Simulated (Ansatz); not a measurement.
Consider the ligand exchange at a Mo–F bond: `[OH][Mo]([OH])([F])([Cl])([Cl])[Cl]` + HCl → `[OH][Mo]([OH])([Cl])([Cl])([Cl])[Cl]` + H–F.

Computed with Ansatz on PBE0-D4/def2-TZVP structures; ΔE is electronic, products minus reactants. CCSD(T)/CBS adds triple-zeta CCSD(T) − MP2 to the extrapolated MP2 energy (def2 sets, frozen cores). This one scheme is used for every species. Functionals use def2-TZVPP. Elements past krypton have def2 core potentials. For Mo outer-core shells are correlated without core-valence functions, which leaves a few kJ/mol of doubt a bond. One conformer a species, not always the lowest.

CCSD(T)/CBS gives 0.00 eV.

(1) Another level gave +0.14 eV. Which?
A. ωB97X-V/def2-TZVPP
B. PBE/def2-TZVPP
C. SCS-MP2/def2-TZVPP
D. B2PLYP/def2-TZVPP

Largest T1 diagnostic among the species: 0.027, so the coupled-cluster value is less sure than usual.

Answers

(1) D. B2PLYP 0.14, ωB97X-V 0.30, PBE 0.22, SCS-MP2/def2-TZVPP -0.04 eV.

From PBE to PBE0 (25 % exact exchange), in def2-TZVPP and without D4, ΔE moves by −0.05 eV. In def2-TZVPP, CCSD(T) changes the Hartree–Fock value by −0.29 eV (the triples alone add −0.06 eV) and MP2 by −0.56 eV.
